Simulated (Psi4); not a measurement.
C$_{4}$H$_{9}$O (SMILES CCCC[O]), doublet, at a GFN2-xTB geometry; REVPBE/6-31G* in Psi4 1.11.

Psi4 was given this input:
```
memory 2 GB

molecule {
0 2
  C     2.34449256   -0.09813638   -0.00073337
  C     0.88937594   -0.48778015   -0.21704361
  C    -0.04543918    0.71839659   -0.09204646
  C    -1.50354472    0.27416734   -0.25316904
  O    -2.00858632   -0.48751152    0.68447693
  H     2.65776752    0.64052160   -0.73593568
  H     2.48402591    0.32489821    0.99135532
  H     2.98696168   -0.97020344   -0.09670548
  H     0.58443175   -1.23051715    0.52249205
  H     0.77427526   -0.93476375   -1.20784599
  H     0.08186284    1.16614618    0.89499254
  H     0.19852652    1.46432205   -0.85103369
  H    -2.14713345    1.18699457   -0.35187235
  H    -1.66133505   -0.18719037   -1.26330719
}

set basis 6-31g*
set reference uks
set scf_type pk
set puream true
set d_convergence 1e-8
set dft_radial_points 99
set dft_spherical_points 590

energy('revpbe')
print_variables()
```

It wrote (shortened):

```
   => Loading Basis Set <=

    Name: 6-31G*
    Role: ORBITAL
    Keyword: BASIS

         ---------------------------------------------------------
                                   SCF
               by Justin Turney, Rob Parrish, Andy Simmonett
                          and Daniel G. A. Smith
                              UKS Reference
         ---------------------------------------------------------

  ==> Geometry <==

    Molecular point group: c1
    Full point group: C1

    Geometry (in Angstrom), charge = 0, multiplicity = 2:

       Center              X                  Y                   Z               Mass
    ------------   -----------------  -----------------  -----------------  -----------------
         C            2.425276912168    -0.078341737747    -0.029173174717    12.000000000000
         C            0.970160292168    -0.467985507747    -0.245483414717    12.000000000000
         C            0.035345172168     0.738191232253    -0.120486264717    12.000000000000
         C           -1.422760367832     0.293961982253    -0.281608844717    12.000000000000
         O           -1.927801967832    -0.467716877747     0.656037125283    15.994914619570
         H            2.738551872168     0.660316242253    -0.764375484717     1.007825032230
         H            2.564810262168     0.344692852253     0.962915515283     1.007825032230
         H            3.067746032168    -0.950408797747    -0.125145284717     1.007825032230
         H            0.665216102168    -1.210722507747     0.494052245283     1.007825032230
         H            0.855059612168    -0.914969107747    -1.236285794717     1.007825032230
         H            0.162647192168     1.185940822253     0.866552735283     1.007825032230
         H            0.279310872168     1.484116692253    -0.879473494717     1.007825032230
         H           -2.066349097832     1.206789212253    -0.380312154717     1.007825032230
         H           -1.580550697832    -0.167395727747    -1.291746994717     1.007825032230

  Running in c1 symmetry.

  Rotational constants: A =      0.46159  B =      0.08026  C =      0.07508 [cm^-1]
  Rotational constants: A =  13838.05482  B =   2406.02900  C =   2250.95357 [MHz]
  Nuclear repulsion =  179.542301884008452

  Charge       = 0
  Multiplicity = 2
  Electrons    = 41
  Nalpha       = 21
  Nbeta        = 20

  ==> Algorithm <==

  SCF Algorithm Type is PK.
  DIIS enabled.
  MOM disabled.
  Fractional occupation disabled.
  Guess Type is SAD.
  Energy threshold   = 1.00e-06
  Density threshold  = 1.00e-08
  Integral threshold = 1.00e-12

  ==> Primary Basis <==

  Basis Set: 6-31G*
    Blend: 6-31G*
    Number of shells: 48
    Number of basis functions: 88
    Number of Cartesian functions: 93
    Spherical Harmonics?: true
    Max angular momentum: 2

  ==> DFT Potential <==

   => LibXC <=

    Version 7.1.2
    S. Lehtola, C. Steigemann, M. J. T. Oliveira, and M. A. L. Marques,  SoftwareX 7, 1–5 (2018) (10.1016/j.softx.2017.11.002)

   => Composite Functional: REVPBE <=

    revPBE GGA Exchange-Correlation Functional

    Y. Zhang and W. Yang, Phys. Rev. Lett. 80, 890, 1998

    Deriv               =              1
    GGA                 =           TRUE
    Meta                =          FALSE

    Exchange Hybrid     =          FALSE
    MP2 Hybrid          =          FALSE

   => Exchange Functionals <=

    1.0000   XC_GGA_X_PBE_R

   => Correlation Functionals <=

    1.0000     XC_GGA_C_PBE

   => LibXC Density Thresholds  <==

    XC_GGA_C_PBE:  1.00E-12
    XC_GGA_X_PBE_R:  1.00E-15

   => Molecular Quadrature <=

    Radial Scheme          =       TREUTLER
    Pruning Scheme         =           NONE
    Nuclear Scheme         =       TREUTLER

    Blocking Scheme        =         OCTREE
    BS radius alpha        =              1
    Pruning alpha          =              1
    Radial Points          =             99
    Spherical Points       =            590
    Total Points           =         759806
    Total Blocks           =           5312
    Max Points             =            256
    Max Functions          =             87
    Weights Tolerance      =       1.00E-15

  ==> Integral Setup <==

  Using in-core PK algorithm.
   Calculation information:
      Number of atoms:                  14
      Number of AO shells:              48
      Number of primitives:            111
      Number of atomic orbitals:        93
      Number of basis functions:        88

      Integral cutoff                 1.00e-12
      Number of threads:                 1

  Performing in-core PK
  Using 15338972 doubles for integral storage.
  We computed 626946 shell quartets total.
  Whereas there are 692076 unique shell quartets.

  ==> DiskJK: Disk-Based J/K Matrices <==

    J tasked:                  Yes
    K tasked:                   No
    wK tasked:                  No
    Schwarz Cutoff:          1E-12

  Minimum eigenvalue in the overlap matrix is 4.5985020514E-03.
  Reciprocal condition number of the overlap matrix is 8.4357011190E-04.
    Using symmetric orthogonalization.

  ==> Pre-Iterations <==

  SCF Guess: Superposition of Atomic Densities via on-the-fly atomic UHF (no occupation information).

   -------------------------
    Irrep   Nso     Nmo
   -------------------------
     A         88      88
   -------------------------
    Total      88      88
   -------------------------

  ==> Iterations <==

                        Total Energy        Delta E     RMS |[F,P]|

   @UKS iter SAD:  -232.28673173458998   -2.32287e+02   0.00000e+00
   @UKS iter   1:  -232.44045280923811   -1.53721e-01   1.05423e-02 ADIIS/DIIS
   @UKS iter   2:  -231.75830534658070    6.82147e-01   1.56199e-02 ADIIS/DIIS
   @UKS iter   3:  -232.87253689994952   -1.11423e+00   3.26236e-03 ADIIS/DIIS
   @UKS iter   4:  -232.90201767052099   -2.94808e-02   1.56482e-03 ADIIS/DIIS
   @UKS iter   5:  -232.90929614477790   -7.27847e-03   6.53782e-04 ADIIS/DIIS
   @UKS iter   6:  -232.91074380554014   -1.44766e-03   1.62500e-04 ADIIS/DIIS
   @UKS iter   7:  -232.91084909571401   -1.05290e-04   3.35927e-05 DIIS
   @UKS iter   8:  -232.91085785040681   -8.75469e-06   1.41914e-05 DIIS
   @UKS iter   9:  -232.91086119296710   -3.34256e-06   9.29735e-06 DIIS
   @UKS iter  10:  -232.91086365456701   -2.46160e-06   7.60147e-06 DIIS
   @UKS iter  11:  -232.91086488832298   -1.23376e-06   3.14114e-06 DIIS
   @UKS iter  12:  -232.91086513169802   -2.43375e-07   7.41695e-07 DIIS
   @UKS iter  13:  -232.91086513756971   -5.87170e-09   2.86650e-07 DIIS
   @UKS iter  14:  -232.91086513802560   -4.55884e-10   1.44133e-07 DIIS
   @UKS iter  15:  -232.91086513810146   -7.58575e-11   6.31639e-08 DIIS
   @UKS iter  16:  -232.91086513811953   -1.80762e-11   2.29056e-08 DIIS
   @UKS iter  17:  -232.91086513812226   -2.72848e-12   8.46066e-09 DIIS
  Energy and wave function converged.

  ==> Post-Iterations <==

   Electrons on quadrature grid:
      Nalpha   =   20.9999992612 ; deviation = -7.388e-07
      Nbeta    =   19.9999992820 ; deviation = -7.180e-07
      Ntotal   =   40.9999985432 ; deviation = -1.457e-06

   @Spin Contamination Metric:   2.469460674E-03
   @S^2 Expected:                7.500000000E-01
   @S^2 Observed:                7.524694607E-01
   @S   Expected:                5.000000000E-01
   @S   Observed:                5.000000000E-01

    Orbital Energies [Eh]
    ---------------------

    Alpha Occupied:

[...]
    Alpha Virtual:

[...]
      88A      2.780873

    Beta Occupied:

[...]
    Beta Virtual:

[...]
    Final Occupation by Irrep:
              A
    DOCC [    20 ]
    SOCC [     1 ]
    NA   [    21 ]
    NB   [    20 ]

  @UKS Final Energy:  -232.91086513812226

   => Energetics <=

    Nuclear Repulsion Energy =            179.5423018840084524
    One-Electron Energy =                -670.1397679921177541
    Two-Electron Energy =                 291.2957118860924766
    DFT Exchange-Correlation Energy =     -33.6091109161054362
    Empirical Dispersion Energy =           0.0000000000000000
    VV10 Nonlocal Energy =                  0.0000000000000000
    Total Energy =                       -232.9108651381222614

  UHF NO Occupations:
  HONO-2 :   19  A 1.9996673
  HONO-1 :   20  A 1.9993957
  HONO-0 :   21  A 1.0000000
  LUNO+0 :   22  A 0.0006043
  LUNO+1 :   23  A 0.0003327
  LUNO+2 :   24  A 0.0001185
  LUNO+3 :   25  A 0.0000924

Computation Completed

Properties will be evaluated at   0.000000,   0.000000,   0.000000 [a0]

Properties computed using the SCF density matrix

 Multipole Moments:

 ------------------------------------------------------------------------------------
     Multipole            Electronic (a.u.)      Nuclear  (a.u.)        Total (a.u.)
 ------------------------------------------------------------------------------------

 L = 1.  Multiply by 2.5417464519 to convert [e a0] to [Debye]
 Dipole X            :         -5.9637030            6.2590724            0.2953693
 Dipole Y            :         -1.0926083            1.5336648            0.4410565
 Dipole Z            :          1.6861076           -2.2034810           -0.5173734
 Magnitude           :                                                    0.7412484

 ------------------------------------------------------------------------------------

  Variable Map:
  ----------------------------------------------------------------------------
[...]
  Array Variable Map:
  ----------------------------------------------------------------------------
[...]
[...]
```
